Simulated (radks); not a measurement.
Results of a calculation; reference values are marked as such.
Dipole-allowed excitations along the series with 29 electrons in [Ar] 3d10 4s1. Level of theory: scalar-relativistic Kohn-Sham, LDA (Slater exchange, Perdew-Wang correlation), spin-polarised, spherical densities, finite nucleus; open shells are filled with parallel spins first; Fermi nuclear charge, rms radius of each element as measured or else 0.836 A^(1/3) + 0.57 fm (a radial shooting solver on a logarithmic mesh with Libxc functionals). Time-dependent linear response with the Hartree and adiabatic LDA kernel, continuum included through the Sternheimer equations, no spin-orbit coupling, so fine structure and intercombination lines are absent. Lines are the poles of the dipole polarisability below minus the highest occupied eigenvalue, found on a grid refined at the orbital gaps; the lowest seven at most are given, and weak or close lines can be missed. The first line takes the name of the lowest orbital gap if no other gap lies below it; otherwise a line is named after a gap within 0.6 % of it, if that gap stands alone.

[
 {"species": "Cu", "-e(HOMO) (eV)": "5.180", "lowest orbital gap (eV)": "4s-4p 4.195", "first line (eV)": "4.218 (4s-4p)", "f": "0.352", "strongest line (eV)": "4.926 (unassigned)", "its f": "0.442", "static alpha (bohr^3)": "39.11", "measured (eV)": "4s-4p 3.806"},
 {"species": "Zn+", "-e(HOMO) (eV)": "14.783", "lowest orbital gap (eV)": "4s-4p 6.414", "first line (eV)": "6.810 (4s-4p)", "f": "0.733", "strongest line (eV)": "the first", "its f": "0.733", "static alpha (bohr^3)": "16.03", "measured (eV)": "4s-4p 6.083"},
 {"species": "Ga2+", "-e(HOMO) (eV)": "27.019", "lowest orbital gap (eV)": "4s-4p 8.486", "first line (eV)": "9.083 (4s-4p)", "f": "0.782", "strongest line (eV)": "the first", "its f": "0.782", "static alpha (bohr^3)": "8.893", "measured (eV)": "-"},
 {"species": "Ge3+", "-e(HOMO) (eV)": "41.539", "lowest orbital gap (eV)": "4s-4p 10.515", "first line (eV)": "11.272 (4s-4p)", "f": "0.791", "strongest line (eV)": "the first", "its f": "0.791", "static alpha (bohr^3)": "5.645", "measured (eV)": "-"},
 {"species": "As4+", "-e(HOMO) (eV)": "58.175", "lowest orbital gap (eV)": "4s-4p 12.530", "first line (eV)": "13.427 (4s-4p)", "f": "0.785", "strongest line (eV)": "the first", "its f": "0.785", "static alpha (bohr^3)": "3.879", "measured (eV)": "-"},
 {"species": "Se5+", "-e(HOMO) (eV)": "76.831", "lowest orbital gap (eV)": "4s-4p 14.545", "first line (eV)": "15.572 (4s-4p)", "f": "0.774", "strongest line (eV)": "the first", "its f": "0.774", "static alpha (bohr^3)": "2.810", "measured (eV)": "-"}
]

Measured values: term averages from the NIST Handbook of Basic Atomic Spectroscopic Data.
